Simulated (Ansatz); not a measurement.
Reaction (cleavage of the Si–Si bond): `OP[SiH2][SiH3]` + `N[SiH2]F` → `F[SiH2]N[SiH3]` + `OP[SiH3]`

Computed with Ansatz on PBE0-D4/def2-TZVP structures; ΔE is electronic, products minus reactants. CCSD(T)/CBS is the MP2 limit (def2-TZVPP, def2-QZVPP) plus CCSD(T) − MP2 in def2-TZVPP, frozen cores. This one scheme is used for every species. Functionals use def2-TZVPP. B3LYP here is the variant with VWN-RPA as its local correlation; programs differ in this. One conformer a species, not always the lowest.

CCSD(T)/CBS gives -10.9 kcal/mol.

Problem. Another level gave -7.5 kcal/mol. Which?
A. PBE0/def2-TZVPP
B. B2PLYP/def2-TZVPP
C. r2SCAN/def2-TZVPP
D. B3LYP-D4/def2-TZVPP

Solution. A. PBE0 -7.5, B2PLYP -11.5, B3LYP-D4 -10.5, r2SCAN -9.1 kcal/mol.

Largest T1 diagnostic among the species: 0.014.

From PBE to PBE0 (25 % exact exchange), in def2-TZVPP and without D4, ΔE moves by −1.5 kcal/mol. In def2-TZVPP, CCSD(T) changes the Hartree–Fock value by +4.1 kcal/mol (the triples alone add +0.6 kcal/mol) and MP2 by +2.7 kcal/mol.
